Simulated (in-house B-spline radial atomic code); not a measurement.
# Ionising the nickel ion Ni¹⁰⁺ with different functionals

Computed with a B-spline radial code for spherical atoms: four-component Dirac-Coulomb Hamiltonian, Fermi nucleus of rms radius 3.7757 fm, spin-restricted, spherical fractional occupations for the functionals, and exact exchange of hybrids averaged over the configuration. The ionisation energy is the difference of two self-consistent energies, [Ne] 3s2 3p6 → [Ne] 3s2 3p5, without Breit or QED terms; ε is the level of the shell that loses the electron (mean over j). The electron is taken from both j subshells in proportion to 2j + 1, so the result is a j average, not the step between ground levels.

| method | rung | ΔSCF (eV) | -ε(3p) (eV) |
| --- | --- | --- | --- |
| BHandHLYP | global hybrid | ? | ? |
| B3LYP | global hybrid | 321.12 | 308.19 |
| B97-1 | global hybrid | ? | ? |
| HSE06 | range-separated hybrid | 321.04 | 308.58 |

(1) What does BHandHLYP give?

(2) What does B97-1 give?

(3) Among the functionals, which spreads more, the ΔSCF values or the orbital energies?

(4) How do they compare with the NIST value?

## Answers

(1) ΔSCF 320.82 eV, and -ε(3p) = 313.15 eV.

(2) ΔSCF 321.05 eV, and -ε(3p) = 308.29 eV.

(3) The orbital energies: ΔSCF values span about 0.30 eV and the orbital energies 4.95 eV; here energy differences depend much less on the functional than eigenvalues do.

(4) NIST lists 319.5 eV ± 0.7 (semi-empirical, ground level to ground level). Errors run from +1.32 to +1.62 eV. The correlated functionals all miss on the same side by more than they spread, so the cause is common to them (Breit-QED terms, spin polarisation, the choice among j levels, multiplet and fine-structure energies, or a listed next ion that isn't the cheapest removal here) and closeness doesn't rank the functionals.
